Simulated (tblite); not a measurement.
Compound: C₃H₈ClOSi₂ (doublet state).
Numbering: `[CH2:1][C@@H:2]1[CH2:3][Si@@H:4]([Cl:5])[O:6][SiH2:7]1` (hydrogens: H8, H9 on C1; H10 on C2; H11, H12 on C3; H13 on Si4; H14, H15 on Si7)

Cartesian coordinates in Å at the GFN2-xTB level; atoms count from 1:
```
atom  x, y, z in Å
C1     0.0615   -1.4502   -1.1880
C2     0.7488   -0.2635   -0.7013
C3     0.9492   -0.2717    0.8216
Si4   -0.7082    0.2354    1.6086
Cl5   -0.4978    1.4506    3.1831
O6    -1.3168    1.1081    0.3658
Si7   -0.4990    1.2046   -1.0494
H8     0.1465   -1.7506   -2.2144
H9    -0.6117   -1.9902   -0.5513
H10    1.6919   -0.1135   -1.2314
H11    1.7193    0.4566    1.0894
H12    1.3155   -1.2466    1.1433
H13   -1.6740   -0.8133    1.8905
H14   -1.4599    0.9299   -2.1007
H15    0.1301    2.5225   -1.0878
```

Computed with GFN2-xTB (tblite): harmonic, unscaled wavenumbers at the GFN2-xTB geometry, gas phase. Errors from tens to a few hundred cm⁻¹ against measured bands are possible. Modes of hydrogen on silicon can be 10 to 20 % off. One conformer, not necessarily the lowest. Open shells enter through the occupations alone, without spin polarisation, and single modes of such species can be off by tens of per cent.

Harmonic wavenumbers (cm⁻¹): 72.9, 105.1, 140.1, 196.0, 220.3, 293.1, 334.7, 338.0, 442.3, 470.2, 480.3, 537.1, 571.7, 589.1, 614.9, 656.0, 689.6, 731.5, 763.6, 790.2, 793.9, 903.0, 932.7, 1006.3, 1072.6, 1122.4, 1193.8, 1231.7, 1297.9, 1410.8, 1472.7, 2271.3, 2333.8, 2374.5, 2926.4, 2953.3, 2988.8, 3129.8, 3170.4.

A = 3003, B = 1012, C = 871.7 MHz; mass 150.980 u (most abundant isotopes); point group C1, symmetry number 1; spin multiplicity 2.

**Question.** What is the zero-point energy?

**Answer.** Half the sum of the wavenumbers: 21811 cm⁻¹ = 62.36 kcal/mol.

**Question.** What is S at 500 K and 1 bar for an ideal gas of classical rigid rotors and harmonic oscillators?

**Answer.** Translation 43.54, rotation 30.73, vibration 43.89, spin (R ln 2) 1.38: S = 119.5 cal/(mol K).

**Question.** And Cp and H(500 K) − H(0)?

**Answer.** Cp = 52.06 cal/(mol K), of which vibrations give 44.11 (their classical limit is 39 R = 77.5); H(500 K) − H(0) = 15.81 kcal/mol without the zero-point energy, 11.83 from vibrations.

**Question.** Which modes carry the vibrational entropy at 500 K?

**Answer.** 72.9 cm⁻¹: 5.09; 105.1 cm⁻¹: 4.37; 140.1 cm⁻¹: 3.81; 196.0 cm⁻¹: 3.15; 220.3 cm⁻¹: 2.93; 293.1 cm⁻¹: 2.38 cal/(mol K); the other 33 give 22.16 together.

**Question.** What must be added to the electronic energy to get the Gibbs energy at 500 K and 1 bar?

**Answer.** ZPE + [H(500 K) − H(0)] − T·S = 62.36 + 15.81 − 59.77 = 18.40 kcal/mol.

**Question.** How do the functions run with temperature in this model?

**Answer.** 
```csv
T (K),S (cal/(mol K)),Cp (cal/(mol K)),H − H(0) (kcal/mol),G − H(0) (kcal/mol),ln q(vib)
100,68.3,16.6,1.15,-5.68,0.96
200,83.3,27.8,3.37,-13.28,3.02
300,96.5,38.0,6.67,-22.28,5.35
800,146.8,63.7,33.35,-84.10,16.95
1000,161.6,68.6,46.60,-114.97,21.02
```

q(vib) and H(0) count from the zero-point level.

**Question.** Blend soft modes into free rotors: weight 1/[1 + (100 cm⁻¹/ν̃)⁴] for the oscillator and the rest for a rotor with moment μB/(μ + B), μ = h/(8π²ν), B = 10⁻⁴⁴ kg m². What vibrational entropy results?

**Answer.** 42.12 cal/(mol K) in place of 43.89, which changes −T·S at 500 K by +0.89 kcal/mol.

Hindered rotation and anharmonicity are outside this model. Other conformers, if any are populated, would add a mixing term that is left out. The structure is chiral; the term R ln 2 for an equal mix with its mirror image is left out.

On one thread, Arm Neoverse V2 (aarch64), no GPU, on a shared host, this took 0.56 s. This covers the Hessian and the dipole derivatives.
